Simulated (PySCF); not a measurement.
I₂, SMILES II (connectivity only; charge and spin as stated), charge -1, multiplicity 2.

Geometry optimised at PBE0-D3(BJ)/def2-TZVPD. The def2 effective core potentials stand for the cores of I; spin–orbit coupling is left out.

Two levels are set side by side: PBE/def2-TZVPD (PySCF) and r2SCAN/def2-TZVPD (PySCF). Same geometry, gas phase. Differences are taken from unrounded values.

| quantity | r2SCAN |
|---|---|
| α-spin orbital gap (eV) | 4.38 |
| β-spin orbital gap (eV) | 1.56 |
| mean polarisability (bohr³) | 117.0 |

**Question.** What does PBE give, and how far is it from r2SCAN? (Estimate from the structure and the level; the computed values follow.)

**Answer.** 
| quantity | PBE | PBE minus r2SCAN |
|---|---|---|
| α-spin orbital gap (eV) | 3.52 | -0.85 |
| β-spin orbital gap (eV) | 1.16 | -0.39 |
| mean polarisability (bohr³) | 120.6 | 3.6 |

Rough cost on one machine, each run with all the roots and properties that it gave: r2SCAN against PBE within a factor of 2.
